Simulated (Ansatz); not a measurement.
System: GaHBr2, charge 0, singlet. GaHBr2 (SMILES [Br][GaH][Br]).
B3LYP-D3(BJ)/def2-TZVP minimum from Ansatz (a program for electronic structure):
```
Ga
H 1 1.5498
Br 1 2.2919 2 121.98
Br 1 2.2919 2 121.98 3 -180.00
```

Wanted: atomisation energy (electronic, to ground-state atoms), in kcal/mol. Radicals and triplets start from unrestricted determinants; spin-orbit coupling is neglected. Correlated methods leave the cores frozen (noble-gas shells, and filled d and f shells in the p block). No relativity. CBS(X,Y): correlation extrapolated as X^-3, Hartree-Fock from the larger set (Q,5: extrapolated as (X+1)exp(-9√X)). A bracket is a step between two methods taken in the basis named. Where a partner has so few electrons that a lower coupled-cluster level is exact, that level stands in. Spin-orbit terms, left out, reach several kcal/mol for Br and I, and more for heavier atoms.

CCSD(T)/CBS(cc-pVQZ,cc-pV5Z) + [CCSDT(Q) - CCSD(T)]/cc-pVTZ (Ansatz) gives 225.7 kcal/mol.

### Question
What does PBE/def2-TZVPD (Ansatz) give here, and how do the other levels compare?

### Answer
PBE gives 220.9 kcal/mol, 4.8 kcal/mol below it. Differences of the others: r2SCAN/def2-TZVPD (Ansatz) 2.3; PBE0/def2-TZVPD (Ansatz) -4.8; wB97M-V/def2-TZVPD (Ansatz) -6.4; CCSD(T)/CBS(cc-pVQZ,cc-pV5Z) (Ansatz) -0.1 kcal/mol.
